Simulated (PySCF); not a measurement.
**Polarisability and C₆ of F²⁺ (fluorine, charge +2)**

[He] 2s2 2p3, high-spin 4S determinant. All numbers are calculated (PySCF 2.14, the non-relativistic Hamiltonian (point nucleus), in aug-cc-pwCVQZ). Coupled (time-dependent) response in atomic units; α is the mean over directions.

```json
{"method": "UHF", "mean α (bohr³)": "1.273", "C₆ (like pair)": "1.561", "S(−4)": "1.564"}
{"method": "PBE", "mean α (bohr³)": "1.252", "C₆ (like pair)": "1.595", "S(−4)": "1.274"}
{"method": "PBE0", "mean α (bohr³)": "1.246", "C₆ (like pair)": "1.572", "S(−4)": "1.301"}
{"method": "PW91", "mean α (bohr³)": "1.255", "C₆ (like pair)": "1.596", "S(−4)": "1.291"}
{"method": "BHandHLYP", "mean α (bohr³)": "1.216", "C₆ (like pair)": "1.526", "S(−4)": "1.208"}
```

S(−4) is the Cauchy moment in α(ω) = α(0) + S(−4) ω² + …

α(iu) at PBE:

```json
{"u (hartree)": "0", "α(iu) (bohr³)": "1.252"}
{"u (hartree)": "0.0500", "α(iu) (bohr³)": "1.249"}
{"u (hartree)": "0.100", "α(iu) (bohr³)": "1.239"}
{"u (hartree)": "0.200", "α(iu) (bohr³)": "1.204"}
{"u (hartree)": "0.300", "α(iu) (bohr³)": "1.153"}
{"u (hartree)": "0.500", "α(iu) (bohr³)": "1.030"}
{"u (hartree)": "0.750", "α(iu) (bohr³)": "0.8802"}
{"u (hartree)": "1.00", "α(iu) (bohr³)": "0.7553"}
{"u (hartree)": "1.50", "α(iu) (bohr³)": "0.5691"}
{"u (hartree)": "2.00", "α(iu) (bohr³)": "0.4402"}
{"u (hartree)": "3.00", "α(iu) (bohr³)": "0.2806"}
{"u (hartree)": "5.00", "α(iu) (bohr³)": "0.1386"}
```

A single London oscillator, α(iu) = α/(1 + u²/ω²), gives C₆ = (3/4) ω α². Matching the computed C₆ needs ω = 4 × 1.595 / (3 × 1.252²) = 1.36 hartree.

For an ion, C₆ is the dispersion term alone; charge-induced terms of lower order in 1/R come first.
